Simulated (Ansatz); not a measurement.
A nudged elastic band was laid between two geometries of BCl2H + BrH (6 atoms, charge 0, multiplicity 1).

Theory: Ansatz, RHF/def2-SVP.

| Property | Result |
| --- | --- |
| movable images | 4 |
| climbing image | no |
| spring | 5.0 eV/Å² |
| optimiser | quadratic models (default) |
| start path | through a guess of the saddle point |
| force threshold | 0.05 eV/Å |
| iteration limit | 60 |
| end points | relaxed |

First end point:

```xyz
6
Properties=species:S:1:pos:R:3
B -0.011 0.644 -0.371
H -0.008 0.861 0.796
Cl 1.505 0.535 -1.236
Cl -1.532 0.460 -1.214
Br 0.093 -3.058 1.420
H 0.089 -2.528 2.725
```

Last end point:

```xyz
6
Properties=species:S:1:pos:R:3
B 0.023 -0.688 -0.904
H 0.004 0.286 2.826
Cl 1.512 0.205 -1.092
Cl -1.510 0.136 -1.047
Br 0.071 -2.567 -0.550
H 0.035 -0.458 2.885
```

(1) What changes between the two ends?

(2) What energy profile does the band end with?

(3) What is the geometry of the highest image?

## Answers

(1) Bonds broken: B1–H2, Br5–H6. Bonds formed: B1–Br5, H2–H6. BCl2H + BrH becomes BBrCl2 + H2.

(2) It converged. The highest image is number 3 of 0 to 5, 0.86 eV above the first end and 0.99 eV above the last; the last end lies 0.13 eV below the first. No image climbed, so the highest image needn't sit at the top of the path. A band with more images between the same ends climbed to 1.92 eV, so this one has probably stepped over the top. The orbitals stay closed-shell, which can raise the energy where a bond breaks towards radicals; this wasn't checked here.

| image | path coordinate (Å) | energy (eV) | B1–H2 (Å) | Br5–H6 (Å) | B1–Br5 (Å) |
| --- | --- | --- | --- | --- | --- |
| 0 | 0.00 | 0.00 | 1.19 | 1.41 | 4.11 |
| 1 | 1.12 | 0.04 | 1.19 | 1.41 | 3.63 |
| 2 | 2.24 | 0.69 | 1.21 | 1.45 | 2.77 |
| 3 | 3.36 | 0.86 | 1.79 | 2.24 | 2.01 |
| 4 | 4.48 | -0.07 | 2.87 | 3.14 | 1.91 |
| 5 | 5.60 | -0.13 | 3.86 | 4.03 | 1.91 |

(3) 
```xyz
6
Properties=species:S:1:pos:R:3
B 0.021 -0.529 -0.135
H 0.015 0.140 1.524
Cl 1.522 0.229 -0.668
Cl -1.517 0.163 -0.653
Br 0.066 -2.471 0.393
H 0.030 -0.618 1.659
```

Run time: 110 s on 1 thread of Intel(R) Xeon(R) 6975P-C (Granite Rapids), with other jobs on the host, peak memory 0.22 GiB.
